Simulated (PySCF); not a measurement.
# Relaxation of quartet RhH₄

Level of theory: UPBE0/[Rh def2-TZVP with ECP28, H def2-TZVP], scalar-relativistic core potentials, density fitting, no spin–orbit coupling, PySCF. A (50,194) grid was used.

A hand-made see-saw start, of C2v symmetry, held to at least that symmetry:

Coordinates in bohr (charge 0 multiplicity 4):
```
Rh    0.0000    0.0000   -0.0393
H     0.0000    2.9555    0.2192
H     0.0000   -2.9555    0.2192
H     2.3380    0.0000    1.7873
H    -2.3380    0.0000    1.7873
```

Optimiser trace:
```csv
step,E − E(last) (kJ/mol),largest gradient (Eh/bohr)
0,109.95,0.04456
1,57.65,0.01687
2,17.07,0.02726
3,9.63,0.02586
4,1.92,0.00980
5,0.16,0.00238
6,0.02,0.00089
7,0.00,0.00038
8,0.00,0.00024
```

It ends at C4v with Rh–H 1.606 Å (×4); H–Rh–H 83.6° (×4), H–Rh–H 140.9° (×2) (after a last refinement on a finer grid). A frequency run shows 2 imaginary modes (one degenerate set), down to 546i cm⁻¹, so it is a higher-order saddle point. Other isomers or separated fragments may lie lower.

Open d and f shells are described by one determinant, and the ground state may have another occupation or spin. At this level a doublet minimum of D2d symmetry lies 251 kJ/mol below this structure.

The relaxation took of the order of 30 core-seconds on a shared host.
